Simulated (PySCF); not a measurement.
Fill in the blanks.

Species: C4H12O2SSi2.
Atom-mapped SMILES: `[CH2:1]=[C:2]([O:3][CH3:4])[Si@@H:5]([O:6][SiH3:7])[S:8][CH3:9]` (hydrogens: H10, H11 on C1; H12, H13, H14 on C4; H15 on Si5; H16, H17, H18 on Si7; H19, H20, H21 on C9)

Conformer (atom-mapped SMILES and torsion angles): `[CH2:1]=[C:2]([O:3][CH3:4])[Si@@H:5]([O:6][SiH3:7])[S:8][CH3:9]`: C1–C2–O3–C4 -1°, C1–C2–Si5–O6 -55°, C2–Si5–O6–Si7 51°, C2–Si5–S8–C9 -165°.

```json
{"property": "point group of the GFN2-xTB geometry", "level": "GFN2-xTB", "value": "?"}
{"property": "rotational constants A, B, C of the GFN2-xTB geometry", "level": "GFN2-xTB", "value": "?"}
{"property": "dipole moment", "level": "PBE0/pcSseg-1", "value": "?"}
{"property": "HOMO energy", "level": "PBE0/pcSseg-1", "value": "?"}
{"property": "LUMO energy", "level": "PBE0/pcSseg-1", "value": "-0.25 eV"}
{"property": "13C chemical shifts (computed TMS as zero) by class", "level": "GIAO PBE0/pcSseg-1", "value": "172.6 (C2), 99.4 (C1), 55.6 (C4), 13.3 (C9) ppm"}
{"property": "1H chemical shifts (computed TMS as zero) by class", "level": "GIAO PBE0/pcSseg-1", "value": "?"}
{"property": "isotropic shieldings of nuclei other than C and H, by class", "level": "GIAO PBE0/pcSseg-1", "value": "?"}
```

Electronic properties: PySCF, gas phase, density fitting. NMR classes are plain means over equivalent atoms (diastereotopic ones count apart unless rotation or inversion swaps them), as if these changed places fast; in this geometry the members of some classes differ.

Question: What is the dipole moment?

Answer: 1.62 D.

Question: The rotational constants A, B, C of the GFN2-xTB geometry?

Answer: 1.207, 0.655, 0.487 GHz.

Question: What are the 1H chemical shifts (computed TMS as zero) by class?

Answer: 5.38 (H15), 5.13 (H16/H17/H18), 4.86 (H11), 4.78 (H10), 3.67 (H12/H13/H14), 2.13 (H19/H20/H21) ppm.

Question: The HOMO energy?

Answer: -6.79 eV.

Question: What are the isotropic shieldings of nuclei other than C and H, by class?

Answer: 207 (O3), 303 (O6), 364 (Si5), 395 (Si7), 658 (S8) ppm.

Question: The point group of the GFN2-xTB geometry?

Answer: C1.

The rotational constants make it an asymmetric top with κ = (2B − A − C)/(A − C) = -0.53, nearer the prolate limit (−1). The dipole matches unit charges of opposite sign 0.34 Å apart (1 e·Å = 4.8032 D). A dipole of 1.62 D is allowed in C1, and pure rotational transitions are dipole-allowed.

For the NMR shielding job (PBE0/pcSseg-1), time: 1.7 min wall (grids of density and orbitals included); peak memory 1.1 GiB. Hardware: Arm Neoverse N1, one thread, shared host with 64 logical CPUs at a one-minute load of 42.

One conformer stands for the species.
